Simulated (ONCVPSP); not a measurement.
**Cutoff test, Br (Z = 35), ONCV**

- Element: bromine (Br)
- Generator: ONCVPSP 4.0.1
- Type: optimised norm-conserving Vanderbilt (ONCV)
- Functional: BLYP
- Relativity: scalar-relativistic
- Frozen core: [Ne]
- Valence charge: 25
- Reference configuration: 3s2 3p6 3d10 4s2 4p4 (charge +1)
- Partial waves: 3s+4s: rc 0.95 bohr, ncon 4, nbas 8, qcut 16.2 1/bohr, 2 projectors; 3p+4p: rc 0.90 bohr, ncon 4, nbas 9, qcut 16.7 1/bohr, 2 projectors; 3d: rc 1.15 bohr, ncon 4, nbas 8, qcut 14.8 1/bohr, 2 projectors, debl 3.1 Ha; f scattering state at 0.42 Ha: rc 1.05 bohr, ncon 3, nbas 8, qcut 9.1 1/bohr, 2 projectors, debl 3.2 Ha
- Local potential: polynomial inside 0.80 bohr (lpopt 1, dvloc0 -1 Ha)
- Core correction: none

**Question.** For each optimised wave give the share of its norm inside rc, the residual kinetic energy above qcut (Ha) and the cutoffs (Ha) for errors of 10, 1, 0.1 and 0.01 mHa per electron.

**Answer.**

| wave | norm inside rc | residual KE | 10 mHa | 1 mHa | 0.1 mHa | 0.01 mHa |
| --- | --- | --- | --- | --- | --- | --- |
| 3s | 0.959 | 4.8e-08 | 61.7 | 79.5 | 94.5 | 106.2 |
| 4s | 0.088 | 5.8e-08 | 53.6 | 76.5 | 94.2 | 108.0 |
| 3p | 0.921 | 1.3e-08 | 64.8 | 81.5 | 96.8 | 109.8 |
| 4p | 0.045 | 1.2e-08 | 49.4 | 67.1 | 82.6 | 96.1 |
| 3d | 0.953 | 1.4e-06 | 75.7 | 87.1 | 96.0 | 103.0 |
| d projector 2 | 0.059 | 2.2e-06 | 67.9 | 83.0 | 94.6 | 103.6 |
| f projector 1 | 0.002 | 1.4e-05 | 5.5 | 16.2 | 30.5 | 43.8 |
| f projector 2 | 0.088 | 2.6e-03 | 33.6 | 46.5 | 90.8 | 264.1 |

The occupied waves need 87 Ha and 97 Ha for 1 and 0.1 mHa. Rows with under 1 % of the norm inside rc give no meaningful cutoff.
